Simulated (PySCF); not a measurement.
# Distorted geometries of Gd(SH)3

Gd(SH)3 (singlet in the valence; each metal's 4f electrons, 7 of them, lie in its core potential, out of spins and levels). PySCF 2.14.0, RKS PBE, Gd lcecp-1-SVP with ECP53, S def2-SVP, H def2-SVP; non-relativistic Hamiltonian with scalar-relativistic core potentials where named; density fitting; no spin-orbit coupling. Relaxed geometry:

```xyz
7

Gd    0.0000    0.0000    0.7985
S     2.5689   -0.4044    1.0029
H     2.8524    0.9317    1.0384
S    -0.9342    2.4269    1.0029
H    -2.2331    2.0044    1.0384
S    -1.6347   -2.0225    1.0029
H    -0.6193   -2.9361    1.0384
```

Problem. Order these distorted geometries by energy above the relaxed one, lowest first.
A.
```xyz
7

Gd   -0.1397    0.0228    0.8484
S     2.7154   -0.4057    0.9367
H     2.7771    1.0195    1.0221
S    -0.8946    2.3963    1.0798
H    -2.1137    1.8979    1.0558
S    -1.6470   -2.0105    0.8568
H    -0.6975   -2.9204    1.1231
```
B.
```xyz
7

Gd    0.0405    0.2634    0.7802
S     2.7986   -0.5261    0.9283
H     2.7678    1.1124    1.2404
S    -1.0844    2.3941    0.7392
H    -2.0357    1.9650    1.0607
S    -1.6891   -2.1035    0.9781
H    -0.7977   -3.1053    1.1958
```
C.
```xyz
7

Gd   -0.0356   -0.1854    0.9299
S     2.5952   -0.2431    0.9487
H     2.7422    1.0475    0.9573
S    -0.8481    2.3349    1.1252
H    -2.2780    1.8862    0.9921
S    -1.5374   -1.9693    1.0382
H    -0.6384   -2.8709    0.9313
```

Solution. A (0.50 eV), C (0.94 eV), B (3.19 eV).

Problem. Which forces (eV/Å) act in the one that lies 0.94 eV up?

Solution. 
```
Gd   2.89  4.16 -0.16
S   -0.21 -2.26 -0.02
H    0.10  1.93  0.01
S   -2.27 -1.14 -0.26
H    2.18  0.73  0.23
S   -4.55 -1.43  0.40
H    1.86 -1.99 -0.21
```
Forces carry noise of the integration grid, about 0.01 to 0.03 eV/Å.

An lcecp potential fixes the number of 4f electrons, so in runs with it no electron can move into or out of that shell.
